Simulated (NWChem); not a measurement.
# HSi (+1) in NWChem

```xyz
2

Si     0.0000     0.0000     0.1028
H      0.0000     0.0000    -1.4391
```
Charge +1, spin multiplicity 1.

All runs are NWChem calculations. All single points use one geometry, from PBE/def2-SVP, a minimum by its harmonic frequencies.

Symmetry labels belong to the abelian group C2v used in the runs, with the axes of the coordinates shown; states degenerate in a higher group split over its labels.

The correlated methods keep 5 core orbitals frozen. The structure started from a generated list of species.

Q: List the 4 singlet excitations that EOM-CCSD/def2-SVPD, 5 core orbitals frozen gives, with oscillator strengths.

A: 
```json
[
 {"state": "1", "symmetry": "b1", "energy (eV)": "3.42", "wavelength (nm)": "363", "f": "0.016"},
 {"state": "2", "symmetry": "b2", "energy (eV)": "3.42", "wavelength (nm)": "363", "f": "0.016"},
 {"state": "3", "symmetry": "a2", "energy (eV)": "7.96", "wavelength (nm)": "156", "f": "0.000"},
 {"state": "4", "symmetry": "a1", "energy (eV)": "8.87", "wavelength (nm)": "140", "f": "0.039"}
]
```
These are the lowest roots of each symmetry, so higher states are missing between them.
